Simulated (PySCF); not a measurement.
# Telling isomers of C5H6O2Si apart by NMR

Theory: geometry: GFN2-xTB, PBE0/pcSseg-1 with gauge-including orbitals, in PySCF 2.14.0 with density-fitted response routines (equivalent nuclei averaged, non-relativistic, in vacuum, one computed conformer).

δ = σ(ref) − σ, references computed at the same level: TMS for ¹H (31.72 ppm), ¹³C (186.93 ppm). Where no couplings were computed, multiplicities follow the n + 1 count of equivalent neighbours, and m marks all less simple cases (inequivalent or close neighbours, rings, F or P nearby). Shifts are as computed. Against solution values, carbons near 30 ppm lie about +3 ppm off and those near 130 ppm about +5 ppm (rms about the fit 2.1 ppm; single classes can miss by 10 ppm). Of 1328 compounds with measured shifts, 309 miss one by over three times the rms of a fit or turn the order of signals round; such compounds aren't used in these exercises. Signals without a measured value on file couldn't be tested in this way; 1H shifts scatter by 0.2 ppm about their fit, and single ones miss by 0.5 ppm.

(1) Tabulate the signals of `C[SiH]1C(=O)C=CC1=O`, `O=COC1=C[SiH2]C=C1` and their relative energies.

(2) What is the quickest way to tell C[SiH]1C(=O)C=CC1=O from O=COC1=C[SiH2]C=C1?

Answers

(1) 
```json
{"SMILES": "C[SiH]1C(=O)C=CC1=O", "carbon types": "2×C 2×CH 1×CH3", "δC": "244.8, 151.9, -10.1", "δH": "7.09 (s, 2H), 4.55 (m, 1H), 0.45 (d, 3H)", "E rel. (kcal/mol)": "0.0"}
{"SMILES": "O=COC1=C[SiH2]C=C1", "carbon types": "1×C 4×CH", "δC": "167.7, 163.3, 155.0, 136.2, 111.2", "δH": "8.33 (s, 1H), 7.05 (d, 1H), 6.83 (t, 1H), 6.40 (m, 1H), 4.76 (m, 2H)", "E rel. (kcal/mol)": "3.1"}
```

Energies are electronic energies at PBE0/pcSseg-1 on these geometries, without zero-point or thermal terms, each for the one conformer computed, which needn't be the lowest.

(2) Count the carbon signals: 3 against 5. The first has a carbonyl carbon (C) at 244.8 ppm, the second an alkene carbon bearing oxygen (C) at 167.7 ppm. In the proton spectra the most deshielded non-exchanging signals are 7.09 (s, 2H) and 8.33 (s, 1H).
